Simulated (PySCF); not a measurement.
**A small calculation by hand: chemical shift, span and skew from a shielding tensor**

Cl2FH5Si3, SMILES F[SiH2][SiH2][SiH](Cl)Cl. Atoms are numbered in the order given.

```xyz
11

Si     2.4626     0.0928    -0.1201
F      3.8081    -0.8351    -0.1355
Si     0.5598    -1.2829     0.0344
Si    -1.2421     0.1174    -0.4960
Cl    -3.0122    -0.5396     0.3632
Cl    -0.7324     1.9843     0.2925
H      2.5405     1.0101     1.0470
H      2.4260     0.8733    -1.3875
H      0.6178    -2.4296    -0.9187
H      0.3650    -1.7879     1.4237
H     -1.4868     0.3090    -1.9479
```

Geometry: B3LYP-D3(BJ)/def2-SVP. This is a generated structure with no PubChem entry under its InChIKey; it may be hypothetical. Other conformers were not sampled.

GIAO shieldings from PySCF with PBE/pcSseg-1, non-relativistic, no solvent. The symmetric part of the tensor of Si4 has the principal values 252.3, 317.1, 321.2 ppm. The same nucleus in TMS has σ = 335.4 ppm at this level (PySCF, at its B3LYP-D3(BJ)/def2-TZVP geometry). Without spin–orbit terms, shifts of atoms bonded to Cl or Br come out too high.

Problem. Work out the isotropic shielding, the ²⁹Si shift against TMS, the span and the skew.

Solution. 
σ(iso) = (σ11 + σ22 + σ33)/3 = 296.9 ppm. δ = σ(ref) − σ(iso) = 335.4 − (296.9) = 38.5 ppm.
Span Ω = σ33 − σ11 = 68.9 ppm. Skew κ = 3(σ(iso) − σ22)/Ω = -0.88. Tumbling in solution averages the tensor to δ; in a static solid the shielding alone would spread this spin-1/2 line over Ω.
